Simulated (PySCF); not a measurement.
**Computed vibrations of [Er(H2O)2]3+**

[Er(H2O)2]3+ (singlet in the valence; each metal's 4f electrons, 11 of them, lie in its core potential, out of spins and levels). PySCF 2.14.0, RKS PBE0, Er lcecp-1-SVP with ECP57, O def2-SVP, H def2-SVP; non-relativistic Hamiltonian with scalar-relativistic core potentials where named; density fitting; no spin-orbit coupling. Central differences of gradients.

```xyz
7

Er    0.0000    0.0000    0.0000
O     0.0000    0.0000    2.2177
H     0.5463    0.5463    2.8434
H    -0.5463   -0.5463    2.8434
O     0.0000    0.0000   -2.2177
H     0.5463   -0.5463   -2.8434
H    -0.5463    0.5463   -2.8434
```

Run from Python with OMP_NUM_THREADS=2. Where DIIS fails, smearing, a level shift and second-order steps follow.
It took 44 s on 2 threads of Intel(R) Xeon(R) Platinum 8259CL CPU @ 2.50GHz (Skylake/Cascade Lake), with other jobs on the host.

Task: What are the harmonic wavenumbers and infrared intensities?

Result: Modes are labelled in D2d; negative numbers are unstable modes, those under 60 cm⁻¹ near the noise; a finer grid moves soft modes by up to 10 cm⁻¹.
```
cm⁻¹  km/mol  symmetry
 -67       –         e
 -67       –         e
 150     0.0        b1
 432    59.0        b2
 433     0.0        a1
 662    63.1         e
 662    63.1         e
 740   431.6         e
 740   431.6         e
1672   347.2        b2
1676     0.0        a1
3491  1414.2        b2
3509     0.0        a1
3517   509.2         e
3517   509.2         e
```

Task: Is this a minimum?

Result: No: 2 unstable; the lowest moves the atoms so:
```
Er  -0.03  0.07  0.00
O    0.12 -0.30  0.00
H    0.17 -0.41  0.05
H    0.17 -0.41 -0.05
O    0.12 -0.30  0.00
H    0.15 -0.40  0.11
H    0.15 -0.40 -0.11
```

An lcecp potential fixes the number of 4f electrons, so in runs with it no electron can move into or out of that shell.
